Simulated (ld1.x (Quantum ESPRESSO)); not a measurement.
u(r) = r·R(r): atom against pseudo-atom (nitrogen (N))

Columns: radius, all-electron u(r) and pseudo u(r) of the 2s shell (level -18.84 eV) of nitrogen in the configuration [He] 2s1 2p4; LDA (PZ), non-relativistic, ultrasoft scheme, ld1.x (Quantum ESPRESSO) 7.5.

```json
{"r (bohr)": "0.072", "all-electron": "0.3447", "pseudo": "-0.0634"}
{"r (bohr)": "0.145", "all-electron": "0.3773", "pseudo": "-0.1304"}
{"r (bohr)": "0.217", "all-electron": "0.2606", "pseudo": "-0.2014"}
{"r (bohr)": "0.290", "all-electron": "0.0807", "pseudo": "-0.2795"}
{"r (bohr)": "0.362", "all-electron": "-0.1105", "pseudo": "-0.3623"}
{"r (bohr)": "0.435", "all-electron": "-0.2936", "pseudo": "-0.4506"}
{"r (bohr)": "0.507", "all-electron": "-0.4520", "pseudo": "-0.5390"}
{"r (bohr)": "0.580", "all-electron": "-0.5857", "pseudo": "-0.6261"}
{"r (bohr)": "0.652", "all-electron": "-0.6904", "pseudo": "-0.7051"}
{"r (bohr)": "0.725", "all-electron": "-0.7709", "pseudo": "-0.7741"}
{"r (bohr)": "0.798", "all-electron": "-0.8280", "pseudo": "-0.8282"}
{"r (bohr)": "0.870", "all-electron": "-0.8646", "pseudo": "-0.8646"}
{"r (bohr)": "0.942", "all-electron": "-0.8846", "pseudo": "-0.8846"}
{"r (bohr)": "1.015", "all-electron": "-0.8910", "pseudo": "-0.8910"}
{"r (bohr)": "1.088", "all-electron": "-0.8859", "pseudo": "-0.8859"}
{"r (bohr)": "1.160", "all-electron": "-0.8721", "pseudo": "-0.8721"}
{"r (bohr)": "1.232", "all-electron": "-0.8514", "pseudo": "-0.8514"}
{"r (bohr)": "1.305", "all-electron": "-0.8252", "pseudo": "-0.8252"}
{"r (bohr)": "1.378", "all-electron": "-0.7951", "pseudo": "-0.7951"}
{"r (bohr)": "1.450", "all-electron": "-0.7628", "pseudo": "-0.7628"}
{"r (bohr)": "1.522", "all-electron": "-0.7287", "pseudo": "-0.7287"}
{"r (bohr)": "1.595", "all-electron": "-0.6933", "pseudo": "-0.6933"}
{"r (bohr)": "1.668", "all-electron": "-0.6574", "pseudo": "-0.6574"}
{"r (bohr)": "1.740", "all-electron": "-0.6222", "pseudo": "-0.6222"}
{"r (bohr)": "1.812", "all-electron": "-0.5875", "pseudo": "-0.5875"}
{"r (bohr)": "1.885", "all-electron": "-0.5531", "pseudo": "-0.5531"}
```

Q: How many radial nodes do the two functions have?

A: The all-electron 2s function has n − l − 1 = 1; the pseudo-wave has 0, since the states of the same l below it are removed with the core.

Q: At about which radius was the pseudo-wave matched?

A: 0.85 bohr, where the columns begin to agree (steps of 0.07 bohr).

Q: Is the pseudo-wave norm-conserving?

A: No, it belongs to an ultrasoft set: the norm inside the radius is not constrained, and the difference is carried by the augmentation charge.
